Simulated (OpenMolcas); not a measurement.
**Mo⁴⁺: input and output**

Input:

```
&GATEWAY
Coord
1

Mo 0.0 0.0 0.0
Basis=ANO-R1
Group=XYZ
NoMove
AngMom=0.0 0.0 0.0
AMFI
&SEWARD
&RASSCF
FileOrb=start.orb
Symmetry=1
Spin=3
nActEl=2 0 0
Inactive=9 9
Ras2=5 0
CIRoot=10 10 1
SDav=10
CIMx=300
Iter=120 100
PrWF=0.3
OrbListing=Nothing
MaxOrb=0
Atom
>>> COPY $Project.JobIph JOBPRE
&RASSCF
FileOrb=start.orb
Symmetry=1
Spin=3
nActEl=2 0 0
Inactive=9 9
Ras2=10 0
CIRoot=10 10 1
SDav=45
CIMx=300
Iter=120 100
PrWF=0.3
OrbListing=Nothing
MaxOrb=0
Atom
>>> COPY $Project.JobIph JOB001
&RASSCF
FileOrb=start.orb
Symmetry=1
Spin=1
nActEl=2 0 0
Inactive=9 9
Ras2=10 0
CIRoot=27 27 1
SDav=55
CIMx=300
Iter=120 100
PrWF=0.3
OrbListing=Nothing
MaxOrb=0
Atom
CIOnly
>>> COPY $Project.JobIph JOB002
&RASSI
NrOfJobIphs=2 10 15
1 2 3 4 5 6 7 8 9 10
1 2 3 4 5 6 7 8 9 10 11 12 13 14 15
IphNames
JOB001
JOB002
EJob
SpinOrbit
DIPRint=1.0
SOCoupling=1000.0
Subsets=2
MEES
Property=10
'ANGMOM' 1 'ANGMOM' 2 'ANGMOM' 3 'MLTPL  1' 1 'MLTPL  1' 2 'MLTPL  1' 3
'AMFI' 1 'AMFI' 2 'AMFI' 3 'MLTPL  2' 6
SOProperty=3
'ANGMOM' 1 'ANGMOM' 2 'ANGMOM' 3
```

Launched by
```bash
OMP_NUM_THREADS=1 MOLCAS_MEM=2252 MOLCAS_PROJECT=a pymolcas a.inp > a.log  # once for each step of the input, in one work folder
```

A driver script runs the steps one by one and writes start.orb anew before each from the orbitals found so far, so a CI-only block uses the converged orbitals of the first block.

Output, cut to the results:

```
--- SEWARD ---
Basis set label: MO.ANO-R...6S4P3D1F.

      Electronic valence basis set:
      ------------------
      Associated Effective Charge  42.000000 au
      Associated Actual Charge     42.000000 au
      Nuclear Model: Finite nucleus - Gaussian distribution
        Gaussian exponent, Xi/bohr**(-2):  2.14585E+08

      Shell  nPrim  nBasis  Cartesian Spherical Contaminant
         s      23       6        X
         p      16       4        X
         d      12       3                 X
         f       6       1                 X
                  Relativistic X2C integrals
                  Atomic mean-field integrals
--- RASSCF ---
Wave function specifications:
      -----------------------------

      Number of closed shell electrons          36
      Number of electrons in active shells       2
      Max number of holes in RAS1 space          0
      Max nr of electrons in RAS3 space          0
      Number of inactive orbitals               18
      Number of active orbitals                 10
      Number of secondary orbitals              12
      Spin quantum number                      1.0
      State symmetry                             1
Orbital specifications:
      -----------------------

      Symmetry species                           1   2
                                                ag  au
      Frozen orbitals                            0   0
      Inactive orbitals                          9   9
      Active orbitals                           10   0
      RAS1 orbitals                              0   0
      RAS2 orbitals                             10   0
      RAS3 orbitals                              0   0
      Secondary orbitals                         2  10
      Deleted orbitals                           0   0
      Number of basis functions                 21  19
      Number of CSFs                            45
      Number of root(s) required                10
      Iter CI   SX   CI       RASSCF       Energy    max ROT     max BLB   max BLB  Level Ln srch  Step   QN
          iter iter root      energy       change     param      element    value   shift minimum  type update
 Nr of preliminary CI iterations:   1
      Total energies have been shifted. Add                -4000.00 au
        1   1    3    0   -43.00975843    0.00E+00  -2.23E-05    9  11 2  1.16E-04*  0.00   0.00    SX    NO
        2   1    3    0   -43.00975843   -9.43E-09   1.27E-06    9  11 2  6.64E-06   0.00   0.00    SX    NO
        3   1    2    0   -43.00975843   -5.91E-11  -2.96E-07    9  11 2  1.54E-06   0.00   0.00    SX    NO
        4   1    2    0   -43.00975843   -4.55E-13  -2.54E-08    9  11 2  1.32E-07   0.00   0.00    SX    NO
      Convergence after  4 iterations
        5   1    2    0   -43.00975843    9.09E-13  -2.54E-08    9  11 2  2.21E-08   0.00   0.00    SX    NO
      Natural orbitals and occupation numbers for root  1
      sym 1:  -0.000000   0.901623   0.098272   0.098272   0.901623   0.000010  -0.000000   0.000095   0.000010   0.000095
      Natural orbitals and occupation numbers for root  2
      sym 1:   0.955337  -0.000000   0.044557   0.955337   0.044557   0.000101   0.000005   0.000101  -0.000000   0.000005
      Natural orbitals and occupation numbers for root  3
      sym 1:  -0.000000   0.212853   0.787042   0.212853   0.787042   0.000022   0.000083   0.000000   0.000022   0.000083
::    RASSCF root number  1 Total energy:  -4043.02716777
::    RASSCF root number  2 Total energy:  -4043.02716777
::    RASSCF root number  3 Total energy:  -4043.02716777
::    RASSCF root number  4 Total energy:  -4043.02716777
::    RASSCF root number  5 Total energy:  -4043.02716777
::    RASSCF root number  6 Total energy:  -4043.02716777
::    RASSCF root number  7 Total energy:  -4043.02716777
::    RASSCF root number  8 Total energy:  -4042.96913665
::    RASSCF root number  9 Total energy:  -4042.96913665
::    RASSCF root number 10 Total energy:  -4042.96913665
--- RASSCF ---
Wave function specifications:
      -----------------------------

      Number of closed shell electrons          36
      Number of electrons in active shells       2
      Max number of holes in RAS1 space          0
      Max nr of electrons in RAS3 space          0
      Number of inactive orbitals               18
      Number of active orbitals                 10
      Number of secondary orbitals              12
      Spin quantum number                      0.0
...
--- RASSI ---
SPIN-FREE ENERGIES:
  (Shifted by EMIN (a.u.) =      -4043.0271677729)

 SF State       Relative EMIN(au)   Rel lowest level(eV)    D:o, cm**(-1)      L_eff

     1             0.0000000000        0.0000000000              0.0000         3.0
     2             0.0000000000        0.0000000000              0.0000         3.0
     3             0.0000000000        0.0000000000              0.0000         3.0
     4             0.0000000000        0.0000000000              0.0000         3.0
     5             0.0000000000        0.0000000000              0.0000         3.0
     6             0.0000000000        0.0000000000              0.0000         3.0
     7             0.0000000000        0.0000000000              0.0000         3.0
    11             0.0506164335        1.3773433234          11109.0231         2.0
    12             0.0506164335        1.3773433234          11109.0231         2.0
    13             0.0506164335        1.3773433234          11109.0231         2.0
    14             0.0506164335        1.3773433234          11109.0231         2.0
    15             0.0506164335        1.3773433234          11109.0231         2.0
    10             0.0580311263        1.5791073908          12736.3600         1.0
     8             0.0580311263        1.5791073908          12736.3600         1.0
     9             0.0580311263        1.5791073908          12736.3600         1.0
    16             0.0775677829        2.1107268998          17024.1606         4.0
    17             0.0775677829        2.1107268998          17024.1606         4.0
    18             0.0775677829        2.1107268998          17024.1606         4.0
    19             0.0775677829        2.1107268998          17024.1606         4.0
    20             0.0775677829        2.1107268998          17024.1606         4.0
    21             0.0775677829        2.1107268998          17024.1606         4.0
...
```

Levels above the lowest, from the spin-orbit matrix, grouped by J:

```tsv
Configuration	Term	J	E (cm-1)	Measured (cm-1)	g	Term weight %	Second
4d2	3F	2	0.0	0.0	0.670	99	
4d2	3F	3	1473	1578	1.084	100	
4d2	3F	4	3196	3357	1.250	100	
4d2	1D	2	12542	10190	1.096	79	20 3P
4d2	3P	0	13630	11161		100	
4d2	3P	1	14214	11807	1.501	100	
4d2	3P	2	15718	13408	1.402	80	20 1D
4d2	1G	4	18989	16354	1.001	100	
4d2	1S	0	44295	37738		100
```

Against the 8 measured excited levels shown (Sugar and Musgrove, J. Phys. Chem. Ref. Data 17, 155 (1988)) the mean absolute deviation is 2400 cm-1; the largest miss in energy is 4d2 1S0: computed 44295, measured 37738 cm-1 (+17.4 %), and the largest in proportion 4d2 1D2 (+23.1 %).

Without dynamic correlation excited terms often stand tens of per cent too high (terms of higher spin than the ground term too low), and those without a measured partner can miss by more than the paired ones. Terms from blocks run as CI alone lack orbitals of their own. Active for correlation alone: 5d; no level in the range computed is led by a configuration that fills it, so any true level of that kind is missing. The basis is small and was not contracted for so high a charge. Measured partners are found by configuration, term and J. A level has none where our copy of the source lacks it or the pairing is in doubt (some pairs that miss far off the trend of their configuration count as doubtful), and it then counts in no deviation. Levels of configurations outside the active space are missing. The first state left out of the spin-orbit step lies near 240000 cm-1 above the lowest spin-free state of the reference (among the parities and spins computed), and the list stops at four fifths of that energy or lower.

The RASSCF and RASSI steps took 11 s on 1 thread of Intel(R) Xeon(R) Platinum 8259CL CPU @ 2.50GHz (Skylake/Cascade Lake), on a shared host; the integral step is not counted.

The term weight is that of the spin-free term in the level, not the purity of its configuration.
